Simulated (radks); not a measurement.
Mg, 12 electrons, occupied as [Ne] 3s2. Calculated with a radial shooting solver on a logarithmic mesh with Libxc functionals: scalar-relativistic Kohn-Sham, LDA (Slater exchange, Perdew-Wang correlation), spin-polarised, spherical densities, point nucleus; hard spherical wall at 20 bohr.

Unscreened Slater integrals over Kohn-Sham orbitals (cm^-1). They are taken over the spin-up orbitals. Empty in this configuration: 3p.

| integral | value |
|---|---|
| F0(3s,3s) | 63484 |
| F0(3s,2p) | 85558 |
| G1(3s,2p) | 4683.7 |
| F0(3s,2s) | 85412 |
| G0(3s,2s) | 3628.8 |
| F0(3s,1s) | 90961 |
| G0(3s,1s) | 1542.4 |
| F0(3s,3p) | 51295 |
| G1(3s,3p) | 30350 |
| F0(2p,2p) | 294490 |
| F2(2p,2p) | 132660 |
| F0(2p,2s) | 288080 |
| G1(2p,2s) | 172640 |
| F0(2p,1s) | 422350 |
| G1(2p,1s) | 52489 |
| F0(2p,3p) | 61215 |
| F2(2p,3p) | 5956.4 |
| G0(2p,3p) | 2311.3 |
| G2(2p,3p) | 2095.9 |
| F0(2s,2s) | 284850 |
| F0(2s,1s) | 405170 |
| G0(2s,1s) | 31007 |
| F0(2s,3p) | 61066 |
| G1(2s,3p) | 1846.4 |
| F0(1s,1s) | 1576100 |
| F0(1s,3p) | 64027 |
| G1(1s,3p) | 1283.8 |
| F0(3p,3p) | 44160 |
| F2(3p,3p) | 21751 |
